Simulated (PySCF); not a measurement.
A GIAO shielding run with PySCF 2.14 (density fitting, non-relativistic, gas phase) on SMILES N#CCOC(=S)CF, C4H4FNOS:

```
$ OMP_NUM_THREADS=1 python probes_run.py task.json out

{"job": {"kind": "nmr", "xc": "PBE0", "basis": "pcSseg-1"}, "charge": 0, "multiplicity": 1}
N      3.254583     0.491022    -0.334875
C      2.380155    -0.208063    -0.115567
C      1.251829    -1.074228     0.173078
O      0.118522    -0.323076     0.584348
C     -0.701175     0.153839    -0.334720
S     -0.578265    -0.083070    -1.939174
C     -1.845128     0.948096     0.241452
F     -1.706194     1.150328     1.580830
H      1.014048    -1.659875    -0.727449
H      1.502998    -1.733614     1.009663
H     -2.788171     0.409852     0.082107
H     -1.902005     1.928103    -0.245721
```

Hardware: 1 thread of an x86-64 server CPU, shared host. The job also computes population analyses, field gradients.

(1) How large is the calculation?

(2) How long does it take?

## Answers

(1) 68 electrons, 163 basis functions and 863 auxiliary functions.

(2) 19 s of wall time, with 15 SCF cycles and 5 response iterations. Times on a shared host scatter by some tens of per cent.
